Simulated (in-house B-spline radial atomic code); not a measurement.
The numbers below are computed, except where a source is named.
**Softness against transferability: the 3p channel of Cl**

Cl, [Ne] 3s2 3p5, non-relativistic PBE, spherical and spin-unpolarised, from an all-electron radial atomic-structure program (B-spline basis) (atomic units). The all-electron 3p level is ε = -0.316394 hartree, its outermost node lies just inside 0.54 bohr and its outer maximum at 1.43 bohr.

Troullier-Martins pseudo-orbitals are made for several radii. The cutoffs (hartree) are the plane-wave energies beyond which the orbital holds less than the named kinetic energy per electron. The phase error is the difference, pseudo minus all-electron, of arctan(R P'/P) at R = 2.31 bohr for all radii, half a hartree below and above the level.

```csv
r_c (bohr),V_l(0) (hartree),cutoff for 10 mEh,for 1 mEh,for 0.1 mEh,phase error at ε − 0.5 (mrad),at ε + 0.5 (mrad)
1.08,-11.15,27.4,43.8,81.4,-0.8,-1.5
1.25,-3.27,5.38,8.16,34.3,-0.5,-0.9
1.43,-1.97,5.38,13.5,20.2,-0.5,-0.8
1.62,-2.21,5.38,11.1,18.7,-0.5,-0.9
1.81,-2.55,5.38,7.53,15.9,-0.8,-1.3
2.01,-2.76,5.51,7.53,12.1,-1.2,-1.9
```

(1) Which radius needs the lowest cutoff for 0.1 mEh while both phase errors stay within 1.4 mrad?

(2) What does the larger radius buy, and what does it cost?

Results:

(1) The radii within that limit are 1.25, 1.43, 1.62, 1.81 bohr; of these r_c = 1.81 needs the least, 15.9 hartree, that is 31.8 Ry or 433 eV.

(2) From r_c = 1.08 to 2.01 bohr the cutoff for 1 mEh goes from 43.8 to 7.53 hartree, a factor of 5.82, against 3.46 for a pure 1/r_c² scaling, end to end; step by step it is 43.8, 8.16, 13.5, 11.1, 7.53, 7.53, and for 0.1 mEh 81.4, 34.3, 20.2, 18.7, 15.9, 12.1; the number of plane waves goes as the cutoff to the power 3/2, here a factor of 14.0. The larger of the two phase errors is least at r_c = 1.43 bohr, 0.8 mrad; it is 1.5 at the smallest radius and 1.9 at the largest. These errors test the reference atom alone. The smallest radius lies well inside the outer maximum, where the nodeless form must bend sharply to keep the norm, so it is both harder and scatters less well than the next. Large radii also let the cores of neighbours overlap, which an atom doesn't show.
